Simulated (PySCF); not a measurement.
How methods differ on the interval between two levels of Tc+

Tc+ [Kr] 4d5 5s1 [7S3, M_J = 3] → Tc+ [Kr] 4d4 5s1 5p1 [7F6, M_J = 6], as a difference of total energies. All numbers are calculated (PySCF 2.14, the two-component X2C-1e Hamiltonian, in x2c-TZVPall-2c (8s9p7d1f, 77 functions)). Correlated levels: [Ar] 3d10 frozen; the 6 highest virtual spinors dropped. "Screened" scales the spin-orbit matrix elements by Boettger's factors to mimic the two-electron term; Breit and QED terms are absent.

```json
{"method": "GHF (spin-free)", "interval between two levels (cm⁻¹)": "66246"}
{"method": "GMP2 (spin-free)", "interval between two levels (cm⁻¹)": "69571"}
{"method": "GHF (screened spin-orbit)", "interval between two levels (cm⁻¹)": "67966"}
{"method": "GMP2 (screened spin-orbit)", "interval between two levels (cm⁻¹)": "71336"}
```

The labels give the starting determinants; with spin-orbit coupling the two ends relaxed to ⟨J²⟩ = 12.00, ⟨L²⟩ = 0.02, ⟨S²⟩ = 11.99 and ⟨J²⟩ = 42.02, ⟨L²⟩ = 12.09, ⟨S²⟩ = 11.97.
